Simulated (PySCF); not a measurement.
How the method changes the constants of SrCa

State: ¹Σ⁺ (singlet), closed shell. Set-up: Sr def2-SVPD with ECP28, Ca def2-SVPD; scalar-relativistic core potentials (PySCF 2.14). De refers to Sr + Ca in their ground configurations, without counterpoise correction. A positive dipole means Sr(−)Ca(+).

```csv
Level,Re (Å),ωe (cm⁻¹),De (eV),μ (D)
RHF-MP2,4.748,38.9,0.131,n/a
RHF-SCS-MP2,4.898,32.3,0.099,n/a
RHF-CCSD,4.890,31.8,0.094,n/a
RHF-CCSD(T),4.710,39.6,0.127,n/a
PBE,4.342,69.3,0.237,-0.51
BLYP,4.506,52.6,0.079,-0.41
r²SCAN,4.388,68.7,0.234,-0.40
M06-L,4.369,66.0,0.171,-0.06
PBE0,4.429,63.5,0.195,-0.40
MN15,4.947,32.2,0.116,0.09
ωB97X,4.700,42.8,0.092,-0.05
```

The bond length runs from 4.342 Å (PBE) to 4.947 Å (MN15). De spans 0.08 eV (BLYP, GGA) to 0.24 eV (PBE, GGA).

Correlated steps freeze 5 core orbitals. Closed-shell solutions of metal pairs were not tested for spin polarisation, which can lower them a little. The bond is weak. Basis-set superposition, not corrected here, can be much of De in a small basis, most of all at correlated wavefunction levels. Functionals without a dispersion term scatter widely for such bonds, and LDA overbinds them.
